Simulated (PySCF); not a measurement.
Compound: C5H4F2.
Bonds: F1–C2, C2–C3 (double), C3–C4, C4–C5, C5–C6 (double), C6–F7, C2–C6. Hydrogens: H8 on C3; H9, H10 on C4; H11 on C5.

The same species was optimised twice, with GFN2-xTB and with PBE0-D3(BJ)/def2-SVP (PySCF), and the same property calculations (PySCF, gas phase) were run on both structures.

| coordinate | GFN2-xTB | PBE0-D3(BJ)/def2-SVP | change |
| --- | --- | --- | --- |
| F1–C2 (Å) | 1.335 | 1.319 | -0.016 |
| C6–F7 (Å) | 1.335 | 1.319 | -0.016 |
| C2–C6 (Å) | 1.452 | 1.463 | +0.011 |
| C4–C5 (Å) | 1.492 | 1.498 | +0.006 |
| C3–C4 (Å) | 1.492 | 1.498 | +0.006 |
| C5=C6 (Å) | 1.339 | 1.343 | +0.004 |
| C2=C3 (Å) | 1.339 | 1.343 | +0.004 |
| C2–C6–F7 (°) | 123.4 | 121.5 | -1.9 |
| F1–C2–C6 (°) | 123.4 | 121.5 | -1.9 |
| F1–C2–C3 (°) | 127.0 | 128.5 | +1.5 |
| C3–C4–C5 (°) | 103.8 | 105.3 | +1.5 |
| C5–C6–F7 (°) | 127.0 | 128.5 | +1.5 |
| C4–C5–C6 (°) | 108.5 | 107.3 | -1.2 |
| C2–C3–C4 (°) | 108.5 | 107.4 | -1.1 |
| C2–C6–C5 (°) | 109.6 | 110.0 | +0.4 |

Rotational constants: A = 3657, B = 3157, C = 1712 MHz (GFN2-xTB) against A = 3737, B = 3144, C = 1726 MHz (PBE0-D3(BJ)/def2-SVP). Point groups within 0.08 Å: C2v and C2v. Atoms that the bonding makes alike are paired by their places after alignment.

On the GFN2-xTB structure: lowest singlet, TDDFT (eV) 5.30 [PBE0/def2-SVPD]; lowest triplet, Tamm–Dancoff (eV) 3.16 [PBE0/def2-SVPD]; isotropic polarisability (au) 56.0 [PBE0/def2-SVPD]; HOMO (eV) -6.81 [PBE0/def2-SVPD]; LUMO (eV) -0.87 [PBE0/def2-SVPD]; dipole (D) 2.96 [PBE0/def2-SVPD].

Task: What do these properties become on the PBE0-D3(BJ)/def2-SVP structure?

Result: 
```json
{"property": "lowest singlet, TDDFT (eV)", "level": "PBE0/def2-SVPD", "on GFN2-xTB": "5.30", "on PBE0-D3(BJ)/def2-SVP": "5.33", "change": "+0.03"}
{"property": "lowest triplet, Tamm–Dancoff (eV)", "level": "PBE0/def2-SVPD", "on GFN2-xTB": "3.16", "on PBE0-D3(BJ)/def2-SVP": "3.20", "change": "+0.04"}
{"property": "isotropic polarisability (au)", "level": "PBE0/def2-SVPD", "on GFN2-xTB": "56.0", "on PBE0-D3(BJ)/def2-SVP": "56.6", "change": "+0.6"}
{"property": "HOMO (eV)", "level": "PBE0/def2-SVPD", "on GFN2-xTB": "-6.81", "on PBE0-D3(BJ)/def2-SVP": "-6.78", "change": "+0.03"}
{"property": "LUMO (eV)", "level": "PBE0/def2-SVPD", "on GFN2-xTB": "-0.87", "on PBE0-D3(BJ)/def2-SVP": "-0.82", "change": "+0.05"}
{"property": "dipole (D)", "level": "PBE0/def2-SVPD", "on GFN2-xTB": "2.96", "on PBE0-D3(BJ)/def2-SVP": "2.79", "change": "-0.17"}
{"property": "energy, GFN2-xTB geometry as zero (kcal/mol)", "level": "PBE0/def2-SVPD", "on GFN2-xTB": "0.0", "on PBE0-D3(BJ)/def2-SVP": "-0.9", "change": "-0.9"}
```

The heavy atoms differ by 0.024 Å rms after alignment. Among bonds between heavy atoms F1–C2 and C6–F7 change most and about equally (-0.016 Å). Changes are differences of the printed values. Neither structure is proved a minimum here.
